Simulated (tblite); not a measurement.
Compound: C₇H₁₄SSi.
Structure used (GFN2-xTB), in Å, numbered top down from 1:
```
atom  x, y, z in Å
Si1    2.970    1.260   -0.026
S2     2.078    0.247   -1.688
C3     1.075   -0.949   -0.789
C4    -0.063   -1.620   -1.497
C5    -0.342   -0.634   -0.401
C6    -0.953    0.728   -0.699
C7    -1.974    0.956    0.419
C8    -1.399    0.178    1.600
C9    -0.874   -1.099    0.947
H10    1.916    1.787    0.834
H11    3.766    0.291    0.720
H12    3.762    2.302   -0.649
H13    1.675   -1.548   -0.115
H14   -0.261   -1.316   -2.513
H15   -0.222   -2.673   -1.313
H16   -0.180    1.499   -0.672
H17   -1.412    0.759   -1.687
H18   -2.938    0.531    0.137
H19   -2.116    2.012    0.641
H20   -2.138   -0.019    2.375
H21   -0.572    0.735    2.045
H22   -1.695   -1.804    0.794
H23   -0.109   -1.594    1.546
```

Method: GFN2-xTB as coded in tblite; computed harmonic values from a numerical Hessian at the method's own geometry, unscaled. Against measured fundamentals such values can be off by several per cent, at times by over 20. Modes of hydrogen on silicon can be 10 to 20 % off. One conformer, not necessarily the lowest.

Harmonic wavenumbers (cm⁻¹): 29.7, 70.4, 77.9, 88.5, 156.7, 196.3, 250.1, 335.2, 360.6, 437.4, 500.2, 519.3, 540.8, 565.1, 566.7, 687.7, 737.2, 756.7, 767.5, 801.7, 860.2, 865.1, 889.7, 921.3, 937.8, 977.7, 983.8, 1033.4, 1045.1, 1065.8, 1070.7, 1087.9, 1105.9, 1158.6, 1163.9, 1202.2, 1215.8, 1220.2, 1263.5, 1294.1, 1299.9, 1315.7, 1322.2, 1397.0, 1463.2, 1481.8, 1483.4, 1489.8, 1502.5, 2285.9, 2304.1, 2382.3, 2958.4, 2959.6, 2977.1, 2990.3, 2994.7, 3003.5, 3007.6, 3012.2, 3020.8, 3073.5, 3098.4.

A = 1816, B = 790.6, C = 676.7 MHz; mass 158.059 u (most abundant isotopes); point group C1, symmetry number 1.

Zero-point energy?

½Σν̃ = 41316 cm⁻¹ = 494.25 kJ/mol.

What is S at 273.15 K and 1 bar for an ideal gas of classical rigid rotors and harmonic oscillators?

Translation 170.18, rotation 125.19, vibration 126.80: S = 422.2 J/(mol K).

And Cp and H(273.15 K) − H(0)?

Cp = 165.39 J/(mol K), of which vibrations give 132.13 (their classical limit is 63 R = 523.8); H(273.15 K) − H(0) = 26.77 kJ/mol without the zero-point energy, 17.68 from vibrations.

How do the functions run with temperature in this model?

```csv
T (K),S (J/(mol K)),Cp (J/(mol K)),H − H(0) (kJ/mol),G − H(0) (kJ/mol),ln q(vib)
100,307.7,81.7,5.87,-24.90,2.45
200,377.2,125.8,16.14,-59.30,5.38
300,438.4,180.5,31.41,-100.10,8.23
500,555.3,280.9,78.07,-199.60,14.07
800,710.1,376.3,177.98,-390.12,22.83
1000,798.7,417.1,257.53,-541.18,28.37
```

q(vib) and H(0) count from the zero-point level.

Which modes carry the vibrational entropy at 273.15 K?

29.7 cm⁻¹: 23.75; 70.4 cm⁻¹: 16.61; 77.9 cm⁻¹: 15.78; 88.5 cm⁻¹: 14.74; 156.7 cm⁻¹: 10.14; 196.3 cm⁻¹: 8.40 J/(mol K); the other 57 give 37.39 together.

Blend soft modes into free rotors: weight 1/[1 + (100 cm⁻¹/ν̃)⁴] for the oscillator and the rest for a rotor with moment μB/(μ + B), μ = h/(8π²ν), B = 10⁻⁴⁴ kg m². What vibrational entropy results?

112.96 J/(mol K) in place of 126.80, which changes −T·S at 273.15 K by +3.78 kJ/mol.

Hindered rotation and anharmonicity are outside this model. Other conformers, if any are populated, would add a mixing term that is left out. The structure is chiral; the term R ln 2 for an equal mix with its mirror image is left out.

The run took 1.2 s of wall time on one thread, Arm Neoverse V1 (aarch64), no GPU, shared host. The figure is for the frequency step alone.
